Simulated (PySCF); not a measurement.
**C₆ coefficients of unlike pairs at PBE**

Calculated with PySCF 2.14 from the dipole response of each species, C₆(A,B) = (3/π) ∫ α_A(iu) α_B(iu) du, in atomic units, from isotropic polarisabilities. For ions this is the dispersion term alone; charge-induced terms of lower order in 1/R come first.

| species | configuration | basis | relativity | α (bohr³) | C₆ (like pair) |
| --- | --- | --- | --- | --- | --- |
| Rb | [Kr] 5s1 (2S) | aug-cc-pwCVTZ-X2C with one added diffuse shell each of s, p, d, f type (11s10p8d4f) | spin-free X2C | 362.5 | 5623 |
| Li | [He] 2s1 (2S) | def2-TZVPPD (5s4p1d) | none | 140.0 | 1115 |
| P⁺ | [Ne] 3s2 3p2 (3P) | def2-QZVPPD (10s6p5d2f1g) | none | 14.46 | 74.61 |
| Pd³⁺ | [Kr] 4d7 (4F) | def2-TZVPPD with the def2 core potential (28 electrons) (6s4p3d2f1g) | core potential | 3.857 | 17.03 |

Estimate C₆ for P⁺ with Rb.

The integral gives 434.1. The combination rule 2 C_A C_B / (C_A α_B/α_A + C_B α_A/α_B) gives 400.5 and the geometric mean 647.7.

No spin-orbit coupling is included.

The other pairs:

| pair | C₆ |
| --- | --- |
| Pd³⁺, Li | 59.68 |
| P⁺, Li | 200.4 |
| Pd³⁺, Rb | 135.7 |
| Li, Rb | 2480 |
| Pd³⁺, P⁺ | 30.32 |
